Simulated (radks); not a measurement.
Values are calculated unless marked as measured or tabulated.
Species: Pt II. Configuration: [Kr] 4d10 4f14 5s2 5p5 5d9 6s1 (not the ground configuration). Level of theory: scalar-relativistic Kohn-Sham, SCAN, spin-unpolarised, spherical densities, finite nucleus; meta-GGA in the generalised Kohn-Sham scheme; Fermi nuclear charge, rms radius 5.427 fm (a radial shooting solver on a logarithmic mesh with Libxc functionals).

Local quantities along the radius. ELF = 1/(1 + alpha^2) is the electron localisation function; alpha = (tau - tau_W)/tau_unif compares the Pauli kinetic energy density with that of the uniform gas; 4 pi r^2 rho is in e/bohr. tau is taken from the large components.

r (bohr)	ELF	alpha	4 pi r^2 rho
0.001835	0.999	0.02813	23.30
0.002487	0.999	0.03340	34.67
0.003344	0.998	0.04194	49.28
0.004532	0.997	0.05737	67.38
0.006093	0.993	0.08584	85.86
0.008258	0.979	0.1470	101.3
0.0111	0.925	0.2840	107.9
0.01505	0.724	0.6180	103.8
0.02039	0.407	1.208	96.16
0.02742	0.349	1.366	100.6
0.03716	0.579	0.8530	124.5
0.04996	0.741	0.5910	145.2
0.06771	0.610	0.7990	133.9
0.09103	0.351	1.360	113.3
0.1234	0.542	0.9195	126.8
0.1659	0.718	0.6274	129.8
0.2248	0.386	1.260	85.60
0.3022	0.392	1.245	75.91
0.4096	0.714	0.6330	85.75
0.5507	0.561	0.8851	54.12
0.7463	0.318	1.463	26.40
1.003	0.535	0.9315	18.57
1.36	0.563	0.8810	11.59
1.828	0.398	1.231	5.536
2.478	0.269	1.648	2.076
3.332	0.145	2.431	0.5575
4.515	0.037	5.070	0.07857
6.07	0.003	17.05	0.005003

On this mesh the ELF has minima near r = 0.024, 0.091, 0.26, 0.75 bohr, which separate the shells, and maxima near 0.050 (0.74), 0.17 (0.72), 0.41 (0.71), 1.2 (0.61).
